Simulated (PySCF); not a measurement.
**Polarisability and C₆ of O⁺ (oxygen, charge +1)**

[He] 2s2 2p3, high-spin 4S determinant. All numbers are calculated (PySCF 2.14, the non-relativistic Hamiltonian (point nucleus), in aug-cc-pVQZ with one added diffuse shell each of s, p, d, f, g type (7s6p5d4f3g, 105 functions)). Coupled (time-dependent) response in atomic units; α is the mean over directions.

| method | mean α (bohr³) | C₆ (like pair) | S(−4) |
| --- | --- | --- | --- |
| UHF | 2.634 | 4.966 | 5.034 |
| PBE | 2.691 | 5.308 | 4.366 |
| PBE0 | 2.640 | 5.147 | 4.324 |
| BHandHLYP | 2.557 | 4.937 | 3.966 |
| r2SCAN0 | 2.663 | 5.230 | 4.526 |

S(−4) is the Cauchy moment in α(ω) = α(0) + S(−4) ω² + …

α(iu) at r2SCAN0:

| u (hartree) | α(iu) (bohr³) |
| --- | --- |
| 0 | 2.663 |
| 0.0500 | 2.652 |
| 0.100 | 2.619 |
| 0.200 | 2.500 |
| 0.300 | 2.337 |
| 0.500 | 1.980 |
| 0.750 | 1.593 |
| 1.00 | 1.293 |
| 1.50 | 0.8849 |
| 2.00 | 0.6352 |
| 3.00 | 0.3668 |
| 5.00 | 0.1647 |

A single London oscillator, α(iu) = α/(1 + u²/ω²), gives C₆ = (3/4) ω α². Matching the computed C₆ needs ω = 4 × 5.230 / (3 × 2.663²) = 0.983 hartree.

For an ion, C₆ is the dispersion term alone; charge-induced terms of lower order in 1/R come first.
